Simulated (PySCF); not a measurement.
All values below come from PBE-D3(BJ)/def2-TZVP (PySCF). All species are isolated molecules in the gas phase. One relaxed conformer stands for a flexible species; it need not be the lowest. Excitations are Tamm–Dancoff values on a coarser integration grid. The basis has no diffuse functions, so Rydberg states are missing or too high.

Reference species (SMILES): `[Si](S)(S)(S)S` (neutral, multiplicity 1).

The S1 excitation (TDA) is 5.01 eV, the S1–T1 gap (TDA) is 0.28 eV and the S1 oscillator strength comes out as 0.005.

Changed species: `S[SiH](S)S` (whole molecule; the reference has whole molecule).

Question: Predict the effect on the S1 excitation (TDA), S1–T1 gap (TDA) and S1 oscillator strength.

Answer: the S1 excitation (TDA) increases by 0.43 eV, to 5.44 eV; the S1–T1 gap (TDA) is nearly the same; the S1 oscillator strength stays essentially unchanged.
